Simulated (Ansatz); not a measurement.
Cost and result for the atomization energy of `OB(Cl)Cl` (5 atoms, 4 bonds).

The species carries charge 0 and has multiplicity 1. The geometry is a stationary point of PBE0-D4/def2-TZVP. It is one conformer, not always the lowest. Program: Ansatz. Hardware: A = 2 threads of an AMD EPYC 7R13 on a shared host; B = 2 threads of an AMD EPYC 7R13 on a shared host and a share of an NVIDIA H100 80 GB. Times are those of one run each, without the atoms' runs, and a repeat can differ threefold. Electronic energies, without spin–orbit coupling; frozen cores. CCSD(T)/CBS extrapolates def2-TZVPP and def2-QZVPP, and its time is that of the two runs behind it. T1 = 0.011. B3LYP takes the VWN-RPA correlation (the form of Gaussian; ORCA's B3LYP/G).

CCSD(T)/CBS is a level of theory with its own doubt, some kJ/mol a heavy atom from the limit and from the frozen cores, so smaller differences don't rank the functionals.

```tsv
level	functions	wall time	atomization (kcal/mol)	difference from CCSD(T)/CBS	per bond
CCSD(T)/def2-SVP [A]	69	0.91 s	438.9	-23.0	-5.7
LDA (SPW92)/def2-TZVPP [A]	160	1 s	541.6	79.7	19.9
revPBE-D4/def2-TZVPP [A]	160	1.3 s	462.9	1.0	0.2
B2PLYP/def2-TZVPP [A]	160	2.4 s	457.1	-4.8	-1.2
CAM-B3LYP-D4/def2-TZVPP [A]	160	2.4 s	461.4	-0.5	-0.1
B3LYP-D4/def2-TZVPP (with forces) [A]	160	2.6 s	458.4	-3.5	-0.9
r2SCAN-D4/def2-TZVPP (with forces) [A]	160	2.8 s	469.6	7.7	1.9
r2SCANh-D4/def2-TZVPP [A]	160	3 s	465.1	3.2	0.8
B97M-V/def2-TZVPP [A]	160	3.6 s	469.3	7.4	1.9
CCSD(T)/def2-TZVPP [B]	160	4.5 s	448.5	-13.4	-3.4
ωB97M-V/def2-TZVPP (with forces) [A]	160	5 s	467.1	5.2	1.3
CCSD(T)/def2-QZVPP [B]	284	6 s	456.3	-5.6	-1.4
CCSD(T)/CBS(def2)	–	11 s	461.9	0.0	0.0
```

In def2-TZVPP, CCSD(T) changes the Hartree–Fock value by +108.7 kcal/mol (the triples alone add +9.7 kcal/mol) and MP2 by +131.2 kcal/mol; breaking electron pairs costs correlation energy, which Hartree–Fock lacks. Leaving LDA and LC-ωPBE aside and taking each functional with its dispersion term where it has one, the values, not all of them listed here, spread over 36.4 kcal/mol, from BHLYP-D4 to PBE-D4. LDA lies +66.2 kcal/mol from PBE without D4, its usual overbinding. At CCSD(T), def2-SVP lies −23.0 kcal/mol from the extrapolated value and def2-TZVPP −13.5 kcal/mol: correlation converges slowly with the basis, and small sets miss more of it in the bonded molecule than in its fragments.
